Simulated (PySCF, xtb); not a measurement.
3-ethynylthiophene (C6H4S), SMILES c1scc(c1)C#C.

xtb with GFN2-xTB at its own geometry gives an orbital gap of 3.60 eV and a dipole moment of 0.62 D.

Geometry: B3LYP-D3(BJ)/def2-SVP.

Question: What does B3LYP/def2-TZVP in PySCF give? (The exact figures need the calculation; the answer reports its results.)

Answer: gap 5.32 eV (levels -6.50 and -1.18 eV), dipole 0.51 D.
